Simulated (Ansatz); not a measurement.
Reaction (cleavage of the Sb–B bond): `C[BH][SbH2]` + `[OH][GaH2]` → `[GaH2][O][SbH2]` + `BC`

Isolated molecules relaxed with PBE0-D4/def2-TZVP in Ansatz; ΔE leaves out vibrations. CBS: MP2 limit from def2 TZ/QZ plus the TZ coupled-cluster correction, frozen cores. This one scheme is used for every species. Functionals use def2-TZVPP. B3LYP here is the variant with VWN-RPA as its local correlation; programs differ in this. def2 core potentials past Kr. For Ga, Sb outer-core shells are correlated without core-valence functions, which leaves a few kJ/mol of doubt a bond. Scalar relativity is left out up to krypton.

| level | ΔE (kJ/mol) | difference from CCSD(T)/CBS |
| --- | --- | --- |
| LDA (SPW92) | 32.1 | 19.4 |
| B3LYP-D4 | 4.3 | -8.4 |
| BHLYP-D4 | 2.4 | -10.3 |
| B2PLYP | 6.3 | -6.4 |
| PBE0 | 22.7 | 10.0 |
| CAM-B3LYP | 4.5 | -8.2 |
| CCSD/def2-SVP | 18.5 | 5.8 |
| CCSD/def2-TZVPP | 14.6 | 1.9 |
| HF/def2-QZVPP | -5.7 | -18.4 |
| MP2/CBS(def2) | 13.8 | 1.1 |
| CCSD(T)/CBS | 12.7 | 0 |

Largest T1 diagnostic among the species: 0.016.

From r2SCAN to r2SCAN0 (25 % exact exchange), in def2-TZVPP and without D4, ΔE moves by +4.7 kJ/mol. Leaving LDA and LC-ωPBE aside and taking each functional with its dispersion term where it has one, the values, not all of them listed here, spread over 23.2 kJ/mol, from B97M-V to HSE06-D4. LDA lies +11.5 kJ/mol from PBE without D4. In def2-TZVPP, CCSD(T) changes the Hartree–Fock value by +17.4 kJ/mol (the triples alone add +0.6 kJ/mol) and MP2 by +18.5 kJ/mol.
